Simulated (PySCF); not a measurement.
SiF₂I₂, SMILES I[Si](F)(F)I. Heavy atoms are numbered as in [F:1][Si:2]([F:3])([I:4])[I:5].

Coordinates come from a B3LYP-D3(BJ)/def2-SVP optimisation. The def2 effective core potentials stand for the cores of I; spin–orbit coupling is left out.

The numbers are results of M06-2X/def2-TZVP run with PySCF, not measurements.

ESP charges are fitted to the potential on shells at 1.4 to 2.0 van der Waals radii. Atomic charges (e), one atom of each kind:

| atom | ESP fit | Mulliken |
|---|---|---|
| F1 | (withheld) | -0.29 |
| Si2 | (withheld) | 0.79 |
| I4 | (withheld) | -0.11 |

Complete the blanks. (Estimate from the structure and the level; the computed values follow.)


- F1, ESP fit: -0.04
- Si2, ESP fit: -0.07
- I4, ESP fit: 0.08

Give the Mayer and Wiberg (Löwdin basis) orders of the bonds. (An estimate is asked for; the answer gives what the named calculation found.)


```json
[
 {"bond": "F1–Si2", "Mayer": "1.12", "Wiberg": "1.72"},
 {"bond": "Si2–F3", "Mayer": "1.12", "Wiberg": "1.72"},
 {"bond": "Si2–I4", "Mayer": "1.18", "Wiberg": "1.70"},
 {"bond": "Si2–I5", "Mayer": "1.18", "Wiberg": "1.70"}
]
```
